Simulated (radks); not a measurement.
Spherical quantum dot in the effective-mass picture: electrons in a parabolic well V = omega^2 r^2 / 2 with omega = 0.308, with a point charge +2 (a donor) at the centre, all in effective atomic units (hartree* = m*/eps^2 hartree, bohr* = eps/m* bohr), one dielectric constant everywhere. Calculated with a radial shooting solver with Libxc functionals: non-relativistic Kohn-Sham, r2SCAN, spin-polarised, spherical densities, generalised Kohn-Sham scheme. Levels are named by radial order and angular momentum (1s, 1p, 1d, 2s, ...), and open shells are averaged over m.

N = 19, configuration 1s2 1p6 1d(up 5, down 4) 2s2. This is the lowest configuration that the search found. Occupied and some empty levels:

| level | occupation | eigenvalue (hartree*) | <r> (bohr*) |
|---|---|---|---|
| 1s down | 1 | 3.6971 | 0.9666 |
| 1s up | 1 | 3.6978 | 0.9667 |
| 2s up | 1 | 4.2642 | 4.081 |
| 2s down | 1 | 4.2712 | 4.062 |
| 1p up | 3 | 4.3086 | 4.097 |
| 1p down | 3 | 4.3156 | 4.073 |
| 1d up | 5 | 4.4535 | 4.665 |
| 1d down | 4 | 4.4628 | 4.658 |
| 1f up | 0 | 4.6156 | 5.051 |
| 1f down | 0 | 4.6262 | 5.053 |
| 2p up | 0 | 4.6628 | 4.151 |
| 2p down | 0 | 4.6685 | 4.157 |
| 1g up | 0 | 4.7971 | 5.364 |
| 1g down | 0 | 4.8084 | 5.373 |

Energy (hartree*): total 43.3708, kinetic 6.8294, external 1.3723, Hartree 40.271, exchange-correlation -5.1020.

Electron density:

| r (bohr*) | n(r) (e/bohr*^3) |
|---|---|
| 0.173 | 1.958 |
| 0.825 | 0.1855 |
| 1.48 | 0.03096 |
| 2.13 | 0.02036 |
| 2.78 | 0.02457 |
| 3.43 | 0.02725 |
| 4.08 | 0.02542 |
| 4.74 | 0.01919 |
| 5.39 | 0.01128 |
| 6.04 | 0.004978 |
| 6.69 | 0.001601 |
| 7.34 | 0.0003713 |
| 8.00 | 0.00006248 |
| 8.65 | 7.693e-06 |
